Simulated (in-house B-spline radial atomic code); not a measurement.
Stripping neon of all its electrons. The total binding energy is the sum of the 10 successive ionisation energies. Configuration: [He] 2s2 2p6. All numbers are computed (Dirac-Hartree-Fock, average of configuration; Fermi nucleus of rms radius 3.0055 fm) with a radial B-spline atomic code at the basis-set limit, not measured.

Dirac-Coulomb total energy: -128.6919 hartree. First-order corrections (hartree): Breit 0.01664, self-energy 0.01125, vacuum polarisation -0.0006004, recoil 0.00312.

Problem. What total binding energy follows, and how does it compare with the sum of NIST's ionisation energies?

Solution. 3501.06 eV from the corrected total, against 3511.70 ± 0.018 eV from NIST's table (measured, semi-empirical and theoretical entries, uncertainties added in quadrature). The table binds 10.6 eV more, 1.06 eV per electron, the size expected of the correlation energy that Hartree-Fock leaves out.

Problem. What share of the binding belongs to the last two electrons?

Solution. 73 % by NIST's values (2558.0 eV).
